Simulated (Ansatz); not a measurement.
System: SiCl2, charge 0, triplet. SiCl2 (SMILES Cl[Si]Cl, triplet).
B3LYP-D3(BJ)/def2-TZVP minimum from Ansatz (a quantum-chemistry and plane-wave program):
```xyz
3

Si    -0.0175     0.0179     0.7482
Cl     1.1448     1.3506    -0.3139
Cl    -1.1304    -1.3653    -0.3022
```
Charge 0, spin multiplicity 3.

Hartree-Fock and CCSD(T) correlation energies in hartree (Ansatz). Radicals and triplets start from unrestricted determinants; spin-orbit coupling is neglected. Cores are frozen in correlated methods. No relativity. The spin of Cl2Si (Cl[Si]Cl, triplet) was assumed, and the state is the lowest solution found for it.

| basis | X | E(HF) | E(corr, CCSD(T)) |
|---|---|---|---|
| cc-pV(T+d)Z | 3 | -1208.00356 | -0.50653 |
| cc-pV(Q+d)Z | 4 | -1208.01390 | -0.55286 |
| cc-pV(5+d)Z | 5 | -1208.01573 | withheld |

### Question
Fit E(corr) = E∞ + A/X³ to X = 3 and 4, predict X = 5, and compare with the run.

### Answer
A = (-0.50653 - (-0.55286))/(1/27 - 1/64) = 2.1637; E∞ = -0.55286 - A/64 = -0.58667; at X = 5, E∞ + A/125 = -0.56936. The run gave -0.56840, 0.96 mEh above the prediction. The same form on X = 4 and 5 gives E∞ = -0.58470, 1.96 mEh above the first estimate.
